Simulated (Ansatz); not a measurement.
Relaxation of C2H9FN2Si (15 atoms, charge 0, multiplicity 1), to a largest force component of 0.015 eV/Å in at most 40 steps.

Level of theory: RKS PBE-D4/def2-SVP in Ansatz.

```xyz
15
Properties=species:S:1:pos:R:3
C 0.520 -2.138 -0.076
C 0.571 -0.689 -0.656
F 0.258 -0.760 -2.007
Si -0.473 0.599 0.100
N -0.503 2.107 -0.643
N -0.080 1.166 1.626
H -0.510 -2.498 -0.216
H 1.194 -2.746 -0.628
H 0.725 -2.105 1.020
H 1.616 -0.347 -0.557
H -1.967 0.177 0.225
H 0.475 2.455 -0.595
H -0.791 2.034 -1.626
H -0.584 0.622 2.360
H -0.471 2.073 1.703
```

**Question.** Where does it end, and by what steps?

**Answer.** The forces met the threshold. After 10 steps the energy has fallen by 0.950 eV; H14 moved furthest, 0.75 Å.

| step | energy less start (eV) | largest force component (eV/Å) | accepted |
| --- | --- | --- | --- |
| 0 | 0.0000 | 3.360 | yes |
| 1 | -0.7076 | 1.636 | yes |
| 2 | -0.8594 | 0.655 | yes |
| 3 | -0.9164 | 0.314 | yes |
| 4 | -0.9303 | 0.236 | yes |
| 5 | -0.9361 | 0.277 | yes |
| 6 | -0.9462 | 0.202 | yes |
| 7 | -0.9486 | 0.053 | yes |
| 8 | -0.9489 | 0.068 | yes |
| 9 | -0.9494 | 0.019 | yes |
| 10 | -0.9496 | 0.009 | yes |

```xyz
15
Properties=species:S:1:pos:R:3
C 0.446 -2.042 0.081
C 0.599 -0.701 -0.617
F 0.303 -0.867 -1.993
Si -0.576 0.694 -0.013
N -0.459 2.221 -0.833
N -0.135 0.997 1.647
H -0.608 -2.391 0.059
H 1.071 -2.817 -0.410
H 0.767 -1.972 1.141
H 1.659 -0.359 -0.548
H -1.975 0.209 -0.325
H 0.440 2.708 -0.857
H -0.951 2.326 -1.723
H 0.034 0.206 2.274
H -0.637 1.737 2.145
```

Whether the end is a true minimum wasn't checked by a vibrational analysis.

Time of the run: 40 s on 2 threads of Arm Neoverse V1, with other jobs on the host, peak memory 0.18 GiB.
